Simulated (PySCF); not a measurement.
Ionisation energy of Pd by level of theory

Pd [Kr] 4d10 (1S) → Pd⁺ [Kr] 4d9 (2D), as a difference of total energies. Computed with PySCF 2.14 in cc-pVDZ-PP with ECP28MDF, with a scalar-relativistic core potential. Correlated levels: valence: 4s2 4p6 frozen. The calculations carry no spin-orbit coupling.

Order these methods by the ionisation energy they give, lowest first.
A. PBE
B. MP2 (valence)
C. SCS-MP2 (valence)
D. UHF

D (6.283 eV), C (7.880 eV), B (8.067 eV), A (8.748 eV).

Errors of the correlated levels include the incompleteness of this basis and the frozen core.

For comparison: 8.512 eV (measured; NIST levels, between the centres of gravity of the two terms).
